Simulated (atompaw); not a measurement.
Reading a pseudo-wave (zirconium)

Columns: radius, all-electron u(r) and pseudo u(r) of the 5p shell (level -1.61 eV) of zirconium in the configuration [Kr] 4d2 5s1.75 5p0.25; PBEsol, scalar-relativistic, PAW (atompaw) scheme, atompaw 4.2.0.5.

```
r (bohr)  all-electron  pseudo
   0.115       -0.0612  0.0001
   0.231        0.0708  0.0004
   0.346        0.1174  0.0011
   0.462        0.0670  0.0024
   0.577       -0.0193  0.0043
   0.692       -0.1012  0.0073
   0.808       -0.1614  0.0116
   0.923       -0.1944  0.0174
   1.038       -0.2030  0.0251
   1.154       -0.1912  0.0350
   1.269       -0.1643  0.0471
   1.385       -0.1265  0.0617
   1.500       -0.0825  0.0787
   1.615       -0.0350  0.0982
   1.731        0.0143  0.1201
   1.846        0.0628  0.1439
   1.962        0.1101  0.1698
   2.077        0.1548  0.1968
   2.192        0.1967  0.2247
   2.308        0.2360  0.2534
   2.423        0.2718  0.2817
   2.538        0.3045  0.3095
   2.654        0.3343  0.3364
   2.769        0.3608  0.3615
   2.885        0.3846  0.3847
   3.000        0.4054  0.4054
```

Task: How many radial nodes do the two functions have?

Result: The all-electron 5p function has n − l − 1 = 3; the pseudo-wave has 0, since the states of the same l below it are removed with the core.

Task: Is the pseudo-wave norm-conserving?

Result: No, it belongs to a PAW set: the norm inside the radius is not constrained, and the difference is carried by the augmentation charge.
